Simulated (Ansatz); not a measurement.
Two isomers of C3H7FSn: A = `FC1[CH2][SnH2][CH2]1`, B = `C=C[CH2][SnH2][F]`.

Isolated molecules relaxed with PBE0-D4/def2-TZVP in Ansatz; ΔE leaves out vibrations. CCSD(T)/CBS adds triple-zeta CCSD(T) − MP2 to the extrapolated MP2 energy (def2 sets, frozen cores). DFT in def2-TZVPP. B3LYP here is the variant with VWN-RPA as its local correlation; programs differ in this. def2 core potentials past Kr. For Sn outer-core shells are correlated without core-valence functions, which leaves a few kJ/mol of doubt a bond. One conformer a species, not always the lowest.

Problem. Which isomer does CCSD(T)/CBS put lower? Give the gap. (Best estimate.)

Solution. Ansatz gave: B, by 104.9 kJ/mol.

Problem. Give E(B) − E(A) in kJ/mol with B2PLYP, B3LYP, r2SCAN-D4, MP2/def2-TZVPP, HF/def2-TZVPP, PBE0-D4, ωB97M-V. (Best estimate.)

Solution. Ansatz gave: B2PLYP -114.6, B3LYP -121.8, r2SCAN-D4 -102.8, MP2/def2-TZVPP -96.2, HF/def2-TZVPP -136.2, PBE0-D4 -90.5, ωB97M-V -100.0. None reverses the order clearly.

Largest T1 diagnostic: 0.013.

In def2-TZVPP, CCSD(T) changes the Hartree–Fock value by +36.8 kJ/mol (the triples alone add +2.8 kJ/mol) and MP2 by +40.1 kJ/mol. From PBE to PBE0 (25 % exact exchange), in def2-TZVPP and without D4, E(B) − E(A) moves by +6.0 kJ/mol.
